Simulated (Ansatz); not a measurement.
BGeH5SSe at its PBE0-D4/def2-TZVP geometry, where that method's forces vanish. Charge 0, multiplicity 1. The bonds changed during the relaxation, so this is another structure than the one it started from.

```xyz
9

B     0.5272   -0.5694   -1.1442
Ge    0.6815    0.5902    0.5384
S    -0.0618   -1.7548    0.3006
Se   -1.0701    1.8107    1.5020
H    -0.3290   -0.2504   -1.9110
H     1.6027   -0.9312   -1.5208
H     1.6985    0.4351    1.6856
H    -1.3534   -1.3884    0.3536
H    -1.6955    2.0583    0.1957
```

Problem. What forces (eV/Å) does r2SCAN-D4/def2-TZVPP give on these atoms in Ansatz 0.2.0? (An estimate is asked.)

Solution. Ansatz gave: 
```
B1   0.020  0.016 -0.111
Ge2  0.074  0.072 -0.002
S3  -0.011 -0.110  0.045
Se4 -0.031  0.033  0.023
H5   0.033 -0.012  0.030
H6  -0.040  0.017  0.020
H7  -0.043 -0.015 -0.017
H8  -0.011  0.006  0.002
H9   0.009 -0.008  0.009
```
